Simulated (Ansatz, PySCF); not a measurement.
C2H7MgNS, SMILES [Mg]([SH])[N](C)C.

The structure is a stationary point at TPSSh-D3(BJ)/def2-SVP. The structure was generated by enumeration; whether it is a known compound was not checked. One conformer was computed; it need not be the lowest.

Vertical ionisation energy (IE) and electron affinity (EA) in eV. Rows of orbital energies are one-electron estimates. Where ΔSCF, EOM or ADC give a negative EA the extra electron is unbound and the value depends on the basis.

```tsv
level	IE	EA
−ε(HOMO), −ε(LUMO), CAM-B3LYP/def2-TZVP (PySCF)	7.01	0.45
−ε(HOMO), −ε(LUMO), PBE/def2-TZVP (PySCF)	4.41	1.94
ΔSCF, CAM-B3LYP/def2-SVPD (Ansatz), final states of multiplicity 2 and 2	7.66	-0.05
ΔSCF, PBE/def2-SVPD (Ansatz), final states of multiplicity 2 and 2	7.44	0.15
```

Task: What vertical singlet–triplet gap does ΔSCF give with CAM-B3LYP/def2-SVPD (Ansatz, a first-principles code) and with PBE/def2-SVPD (Ansatz)? (The exact figures need the calculation; the answer reports its results.)

Result: 3.28 and 2.91 eV (triplet above singlet where positive).
